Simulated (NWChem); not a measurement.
# BaCl$_{2}$ anion, doublet; SMILES of the neutral closed-shell parent [Ba]([Cl])[Cl]

```xyz
3

Ba     0.0000     0.0000     0.4905
Cl    -2.6007     0.0000    -0.8079
Cl     2.6007     0.0000    -0.8079
```
Atoms are numbered in this order, from 1.

Computed with NWChem. Spin-unrestricted. Sets without diffuse functions describe the anion's extra electron poorly. Coordinates come from a B3LYP/def2-SVPD, spin-unrestricted optimisation. The spin multiplicity was typed, not searched, and may not be the lowest. No stability test was run on the SCF state. The highest occupied level is positive in some or all of these runs, so the extra electron may be held by the finite basis. def2 effective core potentials on Ba; no spin-orbit coupling. Level MN15/def2-SVP: energy and gradient on several grids; changes count from the extra-fine grid, which is no exact limit either.

**Question.** Which is the coarsest grid (xfine; xcoarse; medium; coarse; fine) from which on the energy stays within 500 μHa and each gradient component within 500 μHa/bohr of xfine?

**Answer.** coarse.
```
grid     size of the energy change (μHa)  largest change of a gradient component (μHa/bohr)
-------  -------------------------------  -------------------------------------------------
xcoarse                             5000                                                 30
coarse                                10                                               < 30
medium                              < 10                                               < 30
fine                                < 10                                               < 30
xfine                               < 10                                               < 30
```
